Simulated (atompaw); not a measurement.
## P (Z = 15): variants of one PAW (atompaw) potential

Base potential:

- Element: phosphorus
- Generator: atompaw 4.2.0.5
- Type: PAW
- Functional: LDA (PW92)
- Relativity: scalar-relativistic
- Frozen core: [Ne]
- Valence charge: 5
- Reference configuration: 3s1 3p4
- Partial waves: 3s (bound): rc 1.50 bohr; 3s channel at -0.75 Ry: rc 1.75 bohr; 3p (bound): rc 1.75 bohr; 3p channel at 0.1 Ry: rc 1.60 bohr; 3d channel at 0.35 Ry: rc 1.75 bohr; 3d channel at 1.05 Ry: rc 1.75 bohr
- Local potential: bessel scheme, radius 1.25 bohr
- Core correction: smooth core density matched at 1.70 bohr
- Augmentation charge: besselshape compensation charge, radius 1.50 bohr; PAW radius 1.75 bohr; waves and projectors: custom polynom2 7 10 vanderbiltortho

Cutoffs, loose and tight: the cutoffs (Ry, on a coarse ladder) from which the occupation-weighted sum of valence levels, in a spherical-Bessel basis at the reference potential, stays within 10 and 1 mRy of its value at 400 Ry. They see the waves, projectors and local potential, not the compensation charge or the core. A dash means not determined.

```tsv
change	outcome	cutoff, loose	cutoff, tight	bound ghosts
base	generated, no UPF (negative core plus compensation charge)	12 Ry	18 Ry	none
all radii scaled by about 1.19 (s 1.78, p 2.08, d 2.08 bohr); local potential bessel scheme, radius 1.48 bohr; augmentation besselshape compensation charge, radius 1.78 bohr; PAW radius 2.08 bohr; waves and projectors: custom polynom2 7 10 vanderbiltortho; core correction smooth core density matched at 2.02 bohr	generated, no UPF (negative core plus compensation charge)	12 Ry	18 Ry	none
waves 3s (bound); 3s channel at -0.75 Ry; 3p (bound); 3p channel at 0.1 Ry; 3d channel at 0.35 Ry; 3d channel at 1.05 Ry; augmentation besselshape compensation charge, radius 1.50 bohr; PAW radius 1.75 bohr; waves and projectors: bloechl	failed: atompaw: The overlap operator has at least one negative eigenvalue!	–	–	–
wave 3s channel at -0.75 Ry: rc 1.75 bohr becomes 3s channel at -0.75 Ry: rc 1.02 bohr	failed: atompaw: The overlap operator has at least one negative eigenvalue!	–	–	–
wave 3d channel at 0.35 Ry: rc 1.75 bohr becomes 3d channel at 0.35 Ry: rc 1.62 bohr	generated, no UPF (negative core plus compensation charge)	12 Ry	18 Ry	none
```

Problem. What comes out with this change to the base: augmentation besselshape compensation charge, radius 1.50 bohr; PAW radius 1.75 bohr; waves and projectors: custom polynom vanderbiltortho?

Solution. outcome: generated; cutoff, loose: 10 Ry; cutoff, tight: 25 Ry; bound ghosts: none.

Problem. What comes out with this change to the base: core correction smooth core density matched at 1.14 bohr?

Solution. outcome: generated; cutoff, loose: 12 Ry; cutoff, tight: 18 Ry; bound ghosts: none.

Problem. What comes out with this change to the base: wave 3s channel at -0.75 Ry: rc 1.75 bohr becomes 3s channel at -0.97 Ry: rc 1.75 bohr?

Solution. outcome: generated, no UPF (negative core plus compensation charge); cutoff, loose: 12 Ry; cutoff, tight: 15 Ry; bound ghosts: none.
